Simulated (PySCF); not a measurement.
Al(Cl)(OH)(SeH) (AlClH2OSe), SMILES [OH][Al]([Cl])[SeH]. The structure is a stationary point at r2SCAN-D4/def2-SVP. The structure was generated by enumeration; whether it is a known compound was not checked. One conformer was computed; it need not be the lowest.

Computed with r2SCAN-D4/def2-SVP (PySCF 2.14.0).

Harmonic wavenumbers (cm⁻¹): 111, 177, 209, 242, 324, 348, 515, 569, 611, 901, 2432, 3937. Rotational constants (GHz): 4.112, 1.295, 0.9850; symmetry number 1.

Question: Work out the zero-point energy and the ideal-gas rigid-rotor harmonic-oscillator thermochemistry at 298.15 K and 1 atm.

Answer: ZPE = ½ Σ hcν = ½ × 10375 cm⁻¹ = 14.83 kcal/mol. H − E(el) = 19.53 kcal/mol. Entropy in cal/(mol K): translation 41.11, rotation 28.51, vibration 13.61, total 83.22. G − E(el) = -5.28 kcal/mol. Cp = 22.39 cal/(mol K). Modes under 150 cm⁻¹ make the vibrational entropy uncertain.
